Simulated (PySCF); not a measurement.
Worked example for pyrene: ionisation energy to the radical cation

Structure: `c1cc2ccc3cccc4ccc(c1)c2c34` (C16H10).

Energies: ωB97X-D3(BJ)/ma-def2-SVP (PySCF, density fitting, integration grid level 2) on GFN2-xTB structures. The prefix ma- adds one diffuse s and one diffuse p function on all atoms but H. Zero-point energies come from unscaled GFN2-xTB harmonic frequencies.

```jsonl
{"state": "parent", "structure": "parent", "E / Eh": "-615.640866"}
{"state": "radical cation", "structure": "parent", "E / Eh": "-615.366380"}
{"state": "radical cation", "structure": "radical cation", "E / Eh": "-615.370171"}
{"state": "parent", "structure": "radical cation", "E / Eh": "-615.638556"}
```

Zero-point energy of the radical cation less that of the parent: -0.044 eV. 1 Eh = 27.2114 eV.

Task: Work out the vertical and adiabatic ionisation energy.

Result: Vertical: (-615.366380) − (-615.640866) = 0.274486 Eh = 7.47 eV. Adiabatic: 0.270695 Eh = 7.366 eV, and 7.32 eV with zero-point energy.

Known limits: ma-def2-SVP is a small basis, whose errors can reach tens of kJ/mol.
